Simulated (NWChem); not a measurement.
# Si2H5O2Cl; SMILES O[SiH2]O[SiH2]Cl

```xyz
10

O      1.3043    -1.7576    -0.5808
Si    -0.0930    -1.8950     0.2970
O     -0.9951    -0.4965     0.2258
Si    -0.9640     1.0429    -0.3304
Cl     0.8309     1.9611     0.2156
H      1.9730    -1.1391    -0.2525
H      0.1707    -2.1539     1.7337
H     -0.8627    -2.9844    -0.3350
H     -1.0228     1.0969    -1.8071
H     -2.0584     1.8047     0.3034
```
Atoms are numbered in this order, from 1.

Results from NWChem. Coordinates come from a B3LYP/6-31G* (spherical d) optimisation.

Question: Estimate the computed values for PW6B95/def2-TZVP. Quantities: highest occupied level (eV); orbital gap (eV); dipole (D).

Answer: 
| Quantity | Result |
|---|---|
| highest occupied level (eV) | -8.94 |
| orbital gap (eV) | 9.17 |
| dipole (D) | 0.46 |
